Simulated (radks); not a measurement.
Initial-state core-level shifts of the tin ion Sn2+ when its valence configuration changes from [Kr] 4d10 5s2. Calculated with a radial shooting solver on a logarithmic mesh with Libxc functionals: Dirac Kohn-Sham, BLYP, spin-unpolarised, spherical densities, finite nucleus; open shells are shared between the two j in proportion to 2j + 1; Fermi nuclear charge, rms radius 4.6519 fm. Shifts are changes of the shell-averaged eigenvalues in eV (positive: less bound); the change of the density at the nucleus, which sets a Mossbauer isomer shift, is in e/bohr^3, on a base of 1.912e+05.

| valence | 2s | 3d | 4s | 4p | density at nucleus |
|---|---|---|---|---|---|
| 4d10 5p2 | -2.883 | -2.916 | -2.909 | -2.892 | -91.51 |
| 4d10 5s1 5p1 | -1.467 | -1.482 | -1.479 | -1.471 | -44.50 |
| 4d9 5s2 5p1 | -8.799 | -8.569 | -7.492 | -7.210 | +19.39 |
| 4d9 5s1 5p2 | -10.187 | -9.972 | -8.879 | -8.585 | -30.68 |
| 4d8 5s2 5p2 | -17.885 | -17.357 | -14.971 | -14.383 | +39.96 |
| 4d10 5s1.5 5p0.5 | -0.740 | -0.747 | -0.746 | -0.742 | -21.93 |
| 4d9.5 5s2 5p0.5 | -4.363 | -4.256 | -3.747 | -3.609 | +9.54 |
